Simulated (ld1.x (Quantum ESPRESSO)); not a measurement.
## O: excitation energies, all-electron against RRKJ

```
Element                 : oxygen
Generator               : ld1.x (Quantum ESPRESSO) 7.5
Type                    : norm-conserving RRKJ (Kleinman–Bylander form)
Functional              : PBEsol
Relativity              : scalar-relativistic
Frozen core             : [He]
Valence charge          : 6
Reference configuration : 2s2 2p4
Partial waves           : 2p (bound): rc 1.90 bohr; 3d channel at 0.45 Ry: rc 2.05 bohr; 2s (bound): rc 0.60 bohr
Local potential         : the s channel
Core correction         : none
```

Energies are relative to the spin-unpolarised reference configuration 2s2 2p4; without spin polarisation the order of configurations can differ from experiment.

| valence configuration | charge | ΔE all-electron (eV) | error AE − PS (meV) |
| --- | --- | --- | --- |
| 2s2 2p3 | +1 | 16.360 | +76 |
| 2s2 2p2 | +2 | 49.837 | +652 |
| 2s2 2p3.5 | +0.5 | 6.254 | +11 |
| 2s2 2p0 | +4 | 180.189 | +6820 |
| 2s1 2p4 | +1 | 31.497 | -152 |
| 2s0 2p6 | 0 | 29.748 | -4.5 |

Question: What are ΔE and the potential's error for 2s2 2p1?

Answer: ΔE = 103.544 eV all-electron; the error (AE − PS) is +2527 meV.

Levels in the configuration 2s0 2p6:

| level | all-electron (eV) | pseudo (eV) |
| --- | --- | --- |
| 2p | -9.797 | -10.021 |
